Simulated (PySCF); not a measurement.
Ga2H4, SMILES [GaH2][GaH2-], charge -1, multiplicity 2. Geometry optimised at PBE-D3(BJ)/def2-SVPD.

Task: Give the equilibrium geometry at PBE-D3(BJ)/def2-SVPD (PySCF confirms it by a frequency run) as a Z-matrix, and its point group. (Estimate from the structure and the level; the computed values follow.)

Result: point group D2h.
```
Ga
H 1 1.6159
H 1 1.6159 2 110.79
Ga 1 2.3931 2 124.60 3 180.00
H 4 1.6159 1 124.60 2 180.00
H 4 1.6159 5 110.79 1 180.00
```
Charge -1, spin multiplicity 2.
